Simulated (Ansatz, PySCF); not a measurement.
Potential energy curve for AlMg (anion, charge -1), lowest triplet found (which spin is the ground state isn't settled by this scan).

Computed with: ROMP2 = MP2 on ROHF/aug-cc-pVDZ, frozen core (Ansatz, a program for electronic structure); UKS-B3LYP = unrestricted B3LYP/aug-cc-pVDZ in Ansatz; UHF/STO-3G = unrestricted Hartree-Fock/STO-3G run with PySCF.

Energies are in mEh, each relative to the lowest point of its own curve between 2.28 and 3.32 Å, where full CI is lowest.

```csv
R / Å,ROMP2,UKS-B3LYP,UHF/STO-3G
1.89,116.7,109.8,63.9
2.05,64.0,60.2,34.0
2.19,34.6,33.0,22.5
2.28,21.9,21.2,…
2.40,10.5,10.7,6.2
2.50,4.8,5.2,…
2.56,2.6,…,0.1
2.64,0.7,1.2,0.0
2.70,0.0,0.4,0.9
2.81,0.2,0.0,4.1
2.96,4.6,0.8,10.8
3.09,4.8,…,17.5
3.32,…,3.9,…
```

Question: What belongs in the gaps?

Answer: 
- 2.28, UHF/STO-3G: 18.0
- 2.50, UHF/STO-3G: 1.3
- 2.56, UKS-B3LYP: 3.1
- 3.09, UKS-B3LYP: 2.2
- 3.32, ROMP2: 6.1
- 3.32, UHF/STO-3G: 29.7

The scan ran from 1.89 to 8.94 Å; beyond the distances shown full CI changes its symmetry label. The T1 diagnostic of CCSD on the restricted reference of ROMP2 exceeds 0.045 at 2.50 to 2.96 Å. Where the anion isn't bound against loss of the electron, the finite basis alone holds it. The unrestricted determinant behind UHF/STO-3G is spin-contaminated at 2.05 to 2.19 Å (<S²> up to 2.1, against 2.00 for a pure triplet).
